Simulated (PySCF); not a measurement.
## ClF$_{2}$Si, SMILES `F[Si](F)Cl` (charge 0, multiplicity 2)

These are r2SCAN-D4/def2-TZVP (PySCF 2.14.0) values and carry that method's errors.

```yaml
highest_occupied_spin_orbital: -6.65 eV
dipole_moment: 0.96 D
total_energy: -949.4963 Ha
cost: about 8 core-minutes (a rough figure)
```

```xyz
4

F     -0.5911     1.4120    -0.1610
Si    -0.1276     0.0239     0.4528
F     -1.0733    -1.0909    -0.1649
Cl     1.7920    -0.3450    -0.1269
```
Charge 0, spin multiplicity 2.
